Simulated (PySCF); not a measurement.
# Reading the logs of faulty runs: B2ClH4N

All numbers below are calculated, not measured. They come from PySCF 2.14.0, an open-source quantum chemistry program, on an isolated molecule that a program drew, which may never have been made. The molecule is B2ClH4N (charge 0, singlet), drawn as the SMILES string `NBBCl`.

Each row is a Hartree-Fock (HF) and frozen-core CCSD(T) single point in the cc-pV(D+d)Z basis, meant for a local HF minimum. Run 1 is clean. Each other run has one planted mistake out of seven kinds, and not every kind appears here: one electron removed, one electron added, multiplicity raised by two, geometry at a saddle point, minimal basis STO-3G, one bond length entered in bohr, all coordinates scaled. The reference is restricted for singlets and unrestricted otherwise, and also for a bond in bohr. Adding or removing an electron swaps singlet and doublet. Electrons count all cores. HOMO and LUMO are orbital energies over both spins, the gradient is its largest component, and the lowest frequency (negative if imaginary) is given only where the gradient is small. Bond lengths are over the 7 bonds as drawn. T1 is the CCSD diagnostic: over 0.02 (restricted) or 0.045 (unrestricted) a single reference is doubtful.

Geometry of the clean run:
```xyz
8
B2ClH4N, angstrom
N     0.7747   -1.2999    0.9131
B     2.1633   -1.3724    0.8923
B     3.1064   -1.2031   -0.5245
Cl    3.4437   -2.6185   -1.5492
H     0.2415   -1.4062    1.7511
H     0.2087   -1.1631    0.1017
H     2.7239   -1.5569    1.9455
H     3.6182   -0.1873   -0.8997
```

| run | electrons | basis functions | <S^2> | HOMO (eV) | LUMO (eV) | gradient (hartree/bohr) | lowest frequency (cm^-1) | mean bond (Å) | longest bond (Å) | T1 | HF (hartree) | CCSD(T) (hartree) | mistake |
|---|---|---|---|---|---|---|---|---|---|---|---|---|---|
| 1 | 38 | 85 | 0.000 | -10.74 | 2.26 | 1.4e-05 | 61 | 1.3262 | 1.780 | 0.0151 | -565.72259 | -566.25530 | no fault |
| 2 | 38 | 28 | 0.000 | -9.30 | 6.14 | 4.6e-02 | - | 1.3262 | 1.780 | 0.0187 | -559.45510 | -559.62357 | minimal basis STO-3G |
| 3 | 39 | 85 | 0.762 | 0.40 | 8.87 | 4.2e-02 | - | 1.3262 | 1.780 | 0.0149 | -565.67181 | -566.21806 | one electron added |
| 4 | 38 | 85 | 0.892 | -9.04 | -0.35 | 8.4e-03 | - | 1.5524 | 3.363 | 0.0431 | -565.58561 | -566.09147 | one bond length entered in bohr |
| 5 | 38 | 85 | 2.016 | -6.76 | -1.25 | 6.5e-02 | - | 1.3262 | 1.780 | 0.0358 | -565.56989 | -566.10420 | ? |
| 6 | 38 | 85 | 0.000 | -10.76 | 1.54 | 5.0e-05 | -54 | 1.3280 | 1.772 | 0.0160 | -565.72022 | -566.25442 | ? |

**Which mistake was planted in run 5, and what did it cost?**

Electrons, basis and geometry are unchanged, and <S^2> is 2.016, beside S(S+1) = 2.00 for a multiplicity of 3. So the mistake is: multiplicity raised by two. Subtracting run 1 and multiplying by 627.51 kcal/mol a hartree, the energy moved by 95.8 kcal/mol in HF and 94.8 kcal/mol in CCSD(T).

**Which mistake was planted in run 6, and what did it cost?**

The gradient is small, so the point is stationary, but the lowest frequency is imaginary (-54 cm^-1). So the mistake is: geometry at a saddle point. Subtracting run 1 and multiplying by 627.51 kcal/mol a hartree, the energy moved by 1.5 kcal/mol in HF and 0.6 kcal/mol in CCSD(T).

Cautions from the logs. Run 3: the HOMO is above zero, so the electron isn't bound and the energy depends on the basis.
